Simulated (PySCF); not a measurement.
From computed data to an observable: chemical shift, span and skew from a shielding tensor

Cl4H2Si2, SMILES Cl[SiH2][Si](Cl)(Cl)Cl. Atoms are numbered in the order given.

```xyz
8

Si     1.1887     1.3819     0.0000
Cl    -0.1930     2.9265     0.0000
Si     0.0023    -0.6259     0.0000
Cl    -1.1869    -0.7646     1.6745
Cl    -1.1869    -0.7646    -1.6745
Cl     1.3468    -2.1924     0.0000
H      2.0336     1.4660     1.2233
H      2.0336     1.4660    -1.2233
```

Coordinates come from a r2SCAN-D4/def2-SVP optimisation. Other conformers were not sampled.

GIAO shieldings from PySCF with HF/pcSseg-1, non-relativistic, no solvent. The symmetric part of the tensor of Si1 has the principal values 397.8, 400.5, 464.9 ppm. The same nucleus in TMS has σ = 393.8 ppm at this level (PySCF, at its B3LYP-D3(BJ)/def2-TZVP geometry). Without spin–orbit terms, shifts of atoms bonded to Cl or Br come out too high.

Q: Work out the isotropic shielding, the ²⁹Si shift against TMS, the span and the skew.

A: 
σ(iso) = (σ11 + σ22 + σ33)/3 = 421.1 ppm. δ = σ(ref) − σ(iso) = 393.8 − (421.1) = -27.3 ppm.
Span Ω = σ33 − σ11 = 67.1 ppm. Skew κ = 3(σ(iso) − σ22)/Ω = 0.92. Tumbling in solution averages the tensor to δ; in a static solid the shielding alone would spread this spin-1/2 line over Ω.
